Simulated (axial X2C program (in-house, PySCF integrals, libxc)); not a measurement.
**Levels of CuI⁻ by electron attachment to CuI (EOM-EA-CCSD)**

Computed with an axial X2C code built on PySCF integrals: two-component X2C with atomic mean-field Coulomb and Gaunt terms, Gaussian nuclei, basis I dyall-acv3z, Cu dyall-acv3z with contracted cores.

R = 2.352 Å (near the PBE0 minimum at charge 0 of the determinant lowest at the starting distance; the state shown can have its own minimum elsewhere).

Hartree–Fock spinors of CuI (one of each Kramers pair; a window near the gap, which can cut inner shells):

```
  ω  occupied  ε (eV)                   character
3/2       yes  -14.62                    99% Cu d
1/2       yes  -14.59            92% Cu d, 6% I p
5/2       yes  -14.50                   100% Cu d
1/2       yes  -10.33  76% I p, 10% Cu s, 7% Cu d
1/2       yes   -9.22   84% I p, 6% Cu d, 5% Cu p
3/2       yes   -8.74   87% I p, 7% Cu d, 6% Cu p
1/2        no   -0.49  56% Cu s, 32% Cu p, 6% I p
1/2        no    0.35                    98% Cu p
3/2        no    0.35                    98% Cu p
1/2        no    0.39           90% Cu p, 6% Cu s
1/2        no    0.86  73% Cu s, 18% Cu p, 3% I p
1/2        no    1.51  79% Cu p, 13% Cu d, 6% I d
```

Levels of CuI⁻ obtained by attaching an electron to CuI:

```csv
Ω,binding energy (eV),above lowest (cm⁻¹),attached spinor,one-particle weight
1/2,1.008,0,"53% Cu sσ, 31% Cu pσ, 7% I pσ",0.97
1/2,-0.310,10631,"80% Cu pσ, 12% Cu sσ",1.00
1/2,-0.325,10749,91% Cu pπ,1.00
3/2,-0.329,10783,97% Cu pπ,1.00
1/2,-0.709,13851,"75% Cu sσ, 18% Cu pσ",0.99
1/2,-1.267,18348,"79% Cu pπ, 11% Cu dπ, 7% I dπ",0.98
3/2,-1.288,18519,"79% Cu pπ, 12% Cu dπ, 7% I dπ",0.98
```

(1) What is the splitting of the first π pair in the table, and is it regular or inverted?

Negative binding energies belong to unbound states, resonances or levels that the basis set holds; within some tenths of an eV of zero the sign is not settled.

This point took 40 s on 1 thread of Arm Neoverse N1, on a shared host.

Reference electrons by ω block (each with its −ω partner): 1/2: 26, 3/2: 12, 5/2: 3. 18 electrons of CuI correlated (inner shells frozen), 84 natural virtual spinors (a truncated set); levels can be off by some tenths of an eV. Roots sought by Ω: (1/2: 5, 3/2: 4, 5/2: 2, 7/2: 1); rows need 60 % one-particle weight and stop where some Ω has no more roots. Missing are any skipped roots, higher Ω and states of a further excitation; these come out far too high here and may in truth be low or lowest. T1 of the reference 0.028 (Lee–Taylor). Number of frozen shells: I 4 s, 3 p, 2 d; Cu 3 s, 2 p. Large amplitudes in the reference (orbital relaxation or multireference character) lower the reliability.

Results:

(1) E(3/2) − E(1/2) = 10783 − 10749 = 34 cm⁻¹ at EOM-EA-CCSD: regular, Ω = 1/2 lower. Splittings at this level can be off by ten to twenty per cent.
